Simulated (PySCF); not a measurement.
Level of theory: PBE-D3(BJ)/def2-TZVP // CAM-B3LYP-D3(BJ)/def2-TZVP in PySCF. All species are isolated molecules in the gas phase. One relaxed conformer stands for a flexible species; it need not be the lowest. Delta-SCF ions had no search for a lower state. Excitations are Tamm–Dancoff values on a coarser integration grid. The basis has no diffuse functions, so Rydberg states are missing or too high.

Reference species (SMILES): `C([SiH3])C(Cl)=C` (Cl–C–C–Si torsion 74°) (neutral, multiplicity 1).

The S1 oscillator strength comes out as 0.030. The HOMO–LUMO gap is 4.95 eV, the vertical ionisation energy (Delta-SCF) is 9.04 eV and the brightest of the four lowest singlets (TDA) is 6.40 eV.

After one change: the S1 oscillator strength is nearly the same; the HOMO–LUMO gap falls by 0.20 eV; the vertical ionisation energy (Delta-SCF) falls by 0.24 eV; the brightest of the four lowest singlets (TDA) drops by 0.34 eV.

Question: Name the change that produced these shifts. The new species is one of these.
A. `C/C=C(\[SiH3])Cl`
B. `C/C([SiH3])=C\Cl`
C. `[SiH3]C/C=C/Cl` (Si–C–C–C torsion 109°)
D. `C/C(Cl)=C/[SiH3]`

Answer: C, `[SiH3]C/C=C/Cl` (Si–C–C–C torsion 109°)
